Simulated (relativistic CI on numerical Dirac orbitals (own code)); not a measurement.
Mo⁴⁺: resonant inelastic scattering at the L2,3 edge

Computed with this model: Dirac-Coulomb-Breit CI, separate exchange-only KLI orbitals for each configuration, model QED, valence Slater integrals scaled by 0.8, Kramers-Heisenberg scattering through one core-hole configuration in a parametric crystal field; configurations [Kr] 4d2 → [He] 2s2 2p5 3s2 3p6 3d10 4s2 4p6 4d3; 80 K; core-hole width 2.4 eV; summed over polarisations. Incident energies are the highest absorption maxima for each field (at most a few, so the weaker spin-orbit partner edge can be absent), on the computed scale of the free ion. Intensities are in per cent of the strongest line above 0.02 eV; levels within 1 cm⁻¹ are merged; final levels count from the ground level, the first row holds all elastic scattering, lines under 0.4 are left out and each table stops after 24 rows. The scale of the Slater integrals is a model choice and moves the terms in proportion.

Field parameters in Wybourne normalisation: D4h B²₀ = −7Ds, B⁴₀ = 21(Dq − Dt), B⁴₄ = 21√(5/14) Dq; Oh B⁴₀ = 21Dq, B⁴₄ = √(5/14) B⁴₀. The field is a parameter set, without covalency, and values of 10Dq over about 45,000 cm⁻¹ lie beyond real compounds.

S is read from ⟨S²⟩ = S(S + 1).

Oh, 10Dq = 22200 cm⁻¹:

| Final level (eV) | Degeneracy | Irrep | S | 2529.4 eV | 2633.4 eV |
| --- | --- | --- | --- | --- | --- |
| 0.000 | 2 | E | 1.00 | 2486.2 | 385.4 |
| 0.007 | 3 | T2 | 1.00 | 9.2 | 27.8 |
| 0.148 | 3 | T1 | 1.00 | 51.5 | 12.3 |
| 0.213 | 1 | A1 | 1.00 | 23.1 | 20.8 |
| 1.323 | 3 | T2 | 0.03 | 27.8 | 46.1 |
| 1.350 | 2 | E | 0.02 | 18.4 | 13.6 |
| 2.602 | 1 | A2 | 1.00 | 30.4 | 11.8 |
| 2.636 | 3 | T2 | 0.99 | 100.0 | 32.7 |
| 2.682 | 3 | T1 | 1.00 | 37.5 | 28.0 |
| 2.686 | 2 | E | 1.00 | 50.0 | 28.5 |
| 2.865 | 1 | A1 | 0.04 | 23.0 | 47.2 |
| 3.687 | 1 | A1 | 0.98 | 10.3 | 14.8 |
| 3.717 | 3 | T1 | 1.00 | 46.1 | 26.6 |
| 3.780 | 3 | T2 | 0.95 | 74.2 | 18.9 |
| 3.802 | 2 | E | 1.00 | 46.3 | 2.7 |
| 4.082 | 3 | T2 | 0.13 | 15.8 | 8.9 |
| 4.381 | 3 | T1 | 0.01 | 17.3 | 10.6 |
| 5.424 | 3 | T2 | 1.00 | 5.3 | 1.0 |

D4h, 10Dq = 50100, Ds = -710, Dt = 930 cm⁻¹:

| Final level (eV) | Degeneracy | Irrep | S | 2526.3 eV | 2531.3 eV | 2636.2 eV |
| --- | --- | --- | --- | --- | --- | --- |
| 0.000 | 1 | B1 | 1.00 | 1774.8 | 2639.0 | 383.5 |
| 0.002 | 1 | B2 | 1.00 | 10.2 | 1.5 | 0.9 |
| 0.059 | 2 | E | 1.00 | 62.4 | 14.5 | 10.2 |
| 0.105 | 1 | A1 | 0.99 | 49.6 | 34.4 | 7.2 |
| 0.129 | 1 | A2 | 1.00 | 46.6 | 27.7 | 3.9 |
| 0.776 | 1 | A1 | 0.17 | 35.6 | 5.4 | 0.6 |
| 0.895 | 2 | E | 0.99 | 82.2 | 19.5 | 1.7 |
| 0.913 | 1 | A1 | 0.95 | 47.2 | 0.7 | 2.3 |
| 1.306 | 2 | E | 0.04 | 52.4 | 13.9 | 11.5 |
| 2.134 | 1 | B2 | 0.01 | 23.8 | 5.3 | 3.6 |
| 2.148 | 1 | B1 | 0.01 | 31.2 | 4.1 | 1.8 |
| 3.511 | 1 | A1 | 0.01 | 13.1 | 6.3 | 6.4 |
| 4.998 | 1 | B1 | 1.00 | 3.6 | 60.7 | 33.0 |
| 4.999 | 2 | E | 1.00 | 16.0 | 100.0 | 43.2 |
| 5.977 | 1 | B2 | 0.99 | 8.2 | 64.3 | 34.0 |
| 5.980 | 1 | B1 | 1.00 | 6.9 | 62.4 | 31.3 |
| 5.995 | 2 | E | 1.00 | 0.9 | 18.5 | 9.1 |
| 6.010 | 1 | A1 | 1.00 | 2.1 | 11.6 | 2.4 |
| 6.012 | 1 | A2 | 1.00 | 2.5 | 25.4 | 6.5 |
| 6.300 | 2 | E | 1.00 | 2.5 | 76.5 | 84.6 |
| 6.304 | 1 | A1 | 1.00 | 1.1 | 22.3 | 21.1 |
| 6.394 | 1 | B2 | 0.04 | 2.4 | 43.9 | 25.2 |
| 6.907 | 1 | A2 | 0.62 | 3.0 | 23.0 | 6.9 |
| 6.955 | 1 | A1 | 1.00 | 2.2 | 19.0 | 7.5 |

For the first field the strongest loss at the lowest incident energy is the level at 2.64 eV (S = 0.99, against 1.00 in the thermal ground state). Levels of other spin, the first over 8 % at 1.32 eV, appear because spin-orbit coupling of the core hole, and in heavier ions of the valence shell too, mixes spins.
